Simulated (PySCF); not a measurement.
FH5N2Sn, SMILES [SnH]([NH2])([F])[NH2]. Atoms are numbered in the order given.

```xyz
9

Sn     0.0458     0.0914    -0.2228
N     -1.6350    -1.0559    -0.2458
N      1.5714    -1.0900     0.4231
F     -0.1448     1.5477     1.0824
H      0.3383     0.8505    -1.7249
H     -2.3995    -0.6349    -0.7742
H     -1.9871    -1.2623     0.6897
H      1.2329    -1.8547     1.0084
H      2.2726    -0.5770     0.9585
```
Charge 0, spin multiplicity 1.

Coordinates come from a B3LYP-D3(BJ)/def2-SVP optimisation. The def2 effective core potentials stand for the cores of Sn; spin–orbit coupling is left out. The values are those of a single conformer.

All values below come from PBE/def2-TZVP in PySCF.

ESP charges are fitted to the potential on shells at 1.4 to 2.0 van der Waals radii. Atomic charges (e):

```json
[
 {"atom": "Sn1", "Löwdin": "0.54", "Mulliken": "1.03", "ESP fit": "1.00"},
 {"atom": "N2", "Löwdin": "-0.41", "Mulliken": "-0.73", "ESP fit": "-0.89"},
 {"atom": "N3", "Löwdin": "-0.40", "Mulliken": "-0.73", "ESP fit": "-0.94"},
 {"atom": "F4", "Löwdin": "-0.28", "Mulliken": "-0.47", "ESP fit": "-0.46"},
 {"atom": "H5", "Löwdin": "-0.05", "Mulliken": "-0.05", "ESP fit": "-0.09"},
 {"atom": "H6", "Löwdin": "0.15", "Mulliken": "0.24", "ESP fit": "0.32"},
 {"atom": "H7", "Löwdin": "0.15", "Mulliken": "0.24", "ESP fit": "0.34"},
 {"atom": "H8", "Löwdin": "0.15", "Mulliken": "0.23", "ESP fit": "0.36"},
 {"atom": "H9", "Löwdin": "0.15", "Mulliken": "0.24", "ESP fit": "0.36"}
]
```
